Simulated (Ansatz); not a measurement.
`C#[C][Al]([NH2])[NH2]`. The species carries charge 0 and has multiplicity 1.

| atom | x (Å) | y (Å) | z (Å) |
| --- | --- | --- | --- |
| C1 | 1.7708 | -1.2754 | 1.7749 |
| C2 | 1.0091 | -0.7268 | 1.0115 |
| Al3 | -0.1919 | 0.1382 | -0.1922 |
| N4 | -1.1244 | 1.5200 | 0.3816 |
| N5 | -0.3313 | -0.4716 | -1.8406 |
| H6 | 2.4423 | -1.7590 | 2.4478 |
| H7 | -1.7859 | 2.0570 | -0.1531 |
| H8 | -1.0568 | 1.8807 | 1.3187 |
| H9 | 0.1933 | -1.2588 | -2.1841 |
| H10 | -0.9252 | -0.1041 | -2.5645 |

List the harmonic frequencies (cm⁻¹, unscaled) at PBE0-D4/def2-TZVP in Ansatz. (An estimate is asked.)

The calculation gave: 106, 156, 187, 259, 294, 302, 341, 366, 382, 535, 619, 683, 726, 730, 810, 898, 1563, 1571, 2133, 3459, 3619, 3620, 3709, 3710.

Is this a minimum?

Yes, all 24 modes are real.

Give the ideal-gas thermochemistry at 298.15 K and 1 bar (rigid rotor, harmonic oscillator; point group C2v, symmetry number 2).

Zero-point energy 184.1 kJ/mol; H(298) − E = 207.4 kJ/mol; entropy 346.9 J/(mol·K), of which translation 164.1, rotation 106.3, vibration 76.5; G(298) − E = 104.0 kJ/mol.
